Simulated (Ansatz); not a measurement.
Reactions of C2H5ClF2Si, SMILES `FC[SiH](F)CCl`.

Calculated with Ansatz (gas phase, PBE0-D4/def2-TZVP geometries, no zero-point term in ΔE). CCSD(T)/CBS is the MP2 limit (def2-TZVPP, def2-QZVPP) plus CCSD(T) − MP2 in def2-TZVPP, frozen cores. This one scheme is used for every species. Elements past krypton have def2 core potentials. For I outer-core shells are correlated without core-valence functions, which leaves a few kJ/mol of doubt a bond. One conformer a species, not always the lowest.

Question: Order these by ΔE at CCSD(T)/CBS, lowest first. (An estimate is asked.)
A. `FC[SiH](F)CCl` + H₂ → `FC[SiH2]F` + `CCl`
B. `FC[SiH](F)CCl` + H₂ → `C[SiH](F)CCl` + H–F
C. `FC[SiH](F)CCl` + `[AlH3]` → `FC[SiH](F)[AlH2]` + `CCl`
D. `FC[SiH](F)CCl` + HCl → `FC[SiH](F)Cl` + `CCl`
E. `FC[SiH](F)CCl` + H₂O → `OC[SiH](F)CF` + HCl
F. `FC[SiH](F)CCl` → `FCCCl` + `F[SiH]`
G. `FC[SiH](F)CCl` + HI → `ClCI` + `FC[SiH2]F`
H. `FC[SiH](F)CCl` + H₂ → `C[SiH](F)CF` + HCl

Answer: B (-1.51 eV), D (-1.10 eV), H (-1.01 eV), A (-0.17 eV), C (+0.11 eV), E (+0.47 eV), G (+0.59 eV), F (+2.17 eV).

Largest T1 diagnostic: 0.015, for `F[SiH]`.
